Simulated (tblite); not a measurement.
Run record: tight-binding relaxation, `CO[C@@H]1C=C(F)[C@H](C)S1(=O)=O`.

Computed with GFN2-xTB geometry optimisation, gas phase (tblite 0.8.0). Start geometry: from a force field or distance geometry. The input is one job of a driver script: a line of settings, then coordinates in Å.

Command:
```bash
OMP_NUM_THREADS=1 python probes_run.py task.json out
```

Input:
```
{"job": {"kind": "relax", "xc": "GFN2-xTB", "basis": "xTB"}, "charge": 0, "multiplicity": 1}
C      2.760500    -0.610500    -0.254300
O      1.340800    -0.693100    -0.381600
C      0.864800     0.145700     0.623500
C     -0.092700    -0.524200     1.525400
C     -1.345400    -0.356400     1.304300
F     -2.339900    -0.943600     2.084600
C     -1.721000     0.492600     0.148800
C     -1.916800    -0.376200    -1.062800
S     -0.216800     1.403600    -0.094200
O     -0.146000     2.613500     0.762000
O      0.093000     1.639500    -1.539600
H      2.966300     0.462200    -0.424800
H      3.276400    -1.187000    -1.008400
H      3.013700    -0.899300     0.781700
H      1.675800     0.642100     1.199200
H      0.287500    -1.154900     2.383600
H     -2.587700     1.150700     0.355600
H     -1.238500    -1.261100    -0.991700
H     -2.982400    -0.712400    -1.061800
H     -1.696900     0.179400    -1.991400
```

Output:
```
step      E/eV     max force
  0   -1021.55976    4.519
  1   -1021.90298    3.005
  2   -1022.02530    0.638
  3   -1022.06274    0.588
  4   -1022.12261    0.528
  5   -1022.17032    0.526
  6   -1022.21186    0.490
  7   -1022.24597    0.452
  8   -1022.27542    0.415
  9   -1022.30079    0.350
... (101 lines left out)
111   -1022.53677    0.048
112   -1022.53704    0.046
113   -1022.53728    0.033
114   -1022.53747    0.039
115   -1022.53759    0.023
116   -1022.53765    0.018
117   -1022.53769    0.013
118   -1022.53772    0.010
119   -1022.53774    0.010
120   -1022.53775    0.009
```

«max force» is the largest atomic force in eV/Å.

Task: From which step on does the largest force stay under 0.1 eV/Å, and how much energy is left to gain from there?

Result: From step 59 (0.085 eV/Å), 22.5 meV above the end.

Main results: energy lowered by 22.6 kcal/mol over 120 steps; largest atomic force 0.009 eV/Å at the end.

Task: Where do the atoms end?

Result: 0.480 Å rms from the input after alignment:
```
atom  x, y, z in Å
C1     2.5228   -0.5242   -0.5857
O2     1.3497   -0.9102    0.1117
C3     0.8837    0.0256    1.0189
C4    -0.2390   -0.4979    1.8391
C5    -1.4595   -0.2968    1.3548
F6    -2.5586   -0.6759    2.0237
C7    -1.6461    0.4360    0.0814
C8    -1.6688   -0.4284   -1.1647
S9    -0.0494    1.3792    0.1092
O10   -0.1873    2.5160    0.9747
O11    0.4482    1.6198   -1.2170
H12    2.3327    0.3429   -1.2206
H13    2.7962   -1.3813   -1.1967
H14    3.3321   -0.2981    0.1163
H15    1.6858    0.4732    1.6182
H16   -0.0563   -0.9886    2.7803
H17   -2.4881    1.1256    0.1310
H18   -0.8580   -1.1520   -1.1269
H19   -2.6160   -0.9573   -1.2508
H20   -1.5292    0.2030   -2.0388
```

Run on one thread, x86-64 server, on a shared host.
Labels such as C1 count atoms from 1, the log's own numbers from 0.
